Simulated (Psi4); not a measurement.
anisole (C7H8O), singlet, at a GFN2-xTB geometry; Psi4 with MP2/3-21G.

The Psi4 input:
```
memory 2 GB

molecule {
0 1
C    -2.76564113    0.24474505   -0.12444023
O    -1.68690838   -0.46492555   -0.68070261
C    -0.42665754   -0.18687962   -0.24039320
C     0.59851766   -0.92608697   -0.83281670
C     1.91010832   -0.72287747   -0.45941363
C     2.22421125    0.21857305    0.50911986
C     1.21089744    0.95130888    1.09673826
C    -0.11137104    0.75662985    0.73032410
H    -3.65698679   -0.13812627   -0.61922429
H    -2.84912455    0.07153434    0.95364028
H    -2.68159491    1.31998645   -0.31423270
H     0.33508288   -1.65380074   -1.58419238
H     2.69350327   -1.30170750   -0.92586391
H     3.25103115    0.37758850    0.80137780
H     1.44370153    1.68750866    1.85242260
H    -0.88073533    1.34394427    1.20698272
}

set {
  basis 3-21g
  freeze_core true
}

energy('mp2')
print_variables()
```

The log (banner, timings and long lists left out):

```
    SCF Algorithm Type (re)set to DF.

   => Loading Basis Set <=

    Name: 3-21G
    Role: ORBITAL
    Keyword: BASIS

         ---------------------------------------------------------
                                   SCF
               by Justin Turney, Rob Parrish, Andy Simmonett
                          and Daniel G. A. Smith
                              RHF Reference
         ---------------------------------------------------------

  ==> Geometry <==

    Molecular point group: c1
    Full point group: C1

    Geometry (in Angstrom), charge = 0, multiplicity = 1:

       Center              X                  Y                   Z               Mass
    ------------   -----------------  -----------------  -----------------  -----------------
         C           -2.787253237241     0.260396037016    -0.111884684243    12.000000000000
         O           -1.708520487241    -0.449274562984    -0.668147064243    15.994914619570
         C           -0.448269647241    -0.171228632984    -0.227837654243    12.000000000000
         C            0.576905552759    -0.910435982984    -0.820261154243    12.000000000000
         C            1.888496212759    -0.707226482984    -0.446858084243    12.000000000000
         C            2.202599142759     0.234224037016     0.521675405757    12.000000000000
         C            1.189285332759     0.966959867016     1.109293805757    12.000000000000
         C           -0.132983147241     0.772280837016     0.742879645757    12.000000000000
         H           -3.678598897241    -0.122475282984    -0.606668744243     1.007825032230
         H           -2.870736657241     0.087185327016     0.966195825757     1.007825032230
         H           -2.703207017241     1.335637437016    -0.301677154243     1.007825032230
         H            0.313470772759    -1.638149752984    -1.571636834243     1.007825032230
         H            2.671891162759    -1.286056512984    -0.913308364243     1.007825032230
         H            3.229419042759     0.393239487016     0.813933345757     1.007825032230
         H            1.422089422759     1.703159647016     1.864978145757     1.007825032230
         H           -0.902347437241     1.359595257016     1.219538265757     1.007825032230

  Running in c1 symmetry.

  Rotational constants: A =      0.17083  B =      0.05245  C =      0.04044 [cm^-1]
  Rotational constants: A =   5121.38257  B =   1572.54237  C =   1212.41098 [MHz]
[...]
  @DF-RHF Final Energy:  -342.67028147456205
    Total Energy =                       -342.6702814745620458
[...]

  //>>>>>>>>>>>>>>>>>>>>>>>>>>>>>>>>>>>//
  //               DFMP2               //
  //<<<<<<<<<<<<<<<<<<<<<<<<<<<<<<<<<<<//

   => Loading Basis Set <=

    Name: (3-21G AUX)
    Role: RIFIT
    Keyword: DF_BASIS_MP2

	 --------------------------------------------------------
	                          DF-MP2
	      2nd-Order Density-Fitted Moller-Plesset Theory

	        Rob Parrish, Justin Turney, Andy Simmonett,
	           Ed Hohenstein, and C. David Sherrill
	 --------------------------------------------------------

   => Auxiliary Basis Set <=

  Basis Set: (3-21G AUX)
    Blend: DEF2-SVP-RI
    Number of shells: 176
    Number of basis functions: 496
    Number of Cartesian functions: 560
    Spherical Harmonics?: true
    Max angular momentum: 3

	 --------------------------------------------------------
	                 NBF =    88, NAUX =   496
	 --------------------------------------------------------
	   CLASS    FOCC     OCC    AOCC    AVIR     VIR    FVIR
	   PAIRS       8      29      21      59      59       0
	 --------------------------------------------------------

	-----------------------------------------------------------
	 ==================> DF-MP2 Energies <====================
	-----------------------------------------------------------
	 Reference Energy          =    -342.6702814745620458 [Eh]
	 Singles Energy            =      -0.0000000000000000 [Eh]
	 Same-Spin Energy          =      -0.1803727201906835 [Eh]
	 Opposite-Spin Energy      =      -0.5418195373930803 [Eh]
	 Correlation Energy        =      -0.7221922575837638 [Eh]
	 Total Energy              =    -343.3924737321457883 [Eh]
	-----------------------------------------------------------
	 ================> DF-SCS-MP2 Energies <==================
	-----------------------------------------------------------
	 SCS Same-Spin Scale       =       0.3333333333333333 [-]
	 SCS Opposite-Spin Scale   =       1.2000000000000000 [-]
	 SCS Same-Spin Energy      =      -0.0601242400635612 [Eh]
	 SCS Opposite-Spin Energy  =      -0.6501834448716963 [Eh]
	 SCS Correlation Energy    =      -0.7103076849352575 [Eh]
	 SCS Total Energy          =    -343.3805891594972763 [Eh]
	-----------------------------------------------------------

  Variable Map:
  ----------------------------------------------------------------------------
[...]
  Array Variable Map:
  ----------------------------------------------------------------------------
[...]
[...]
```
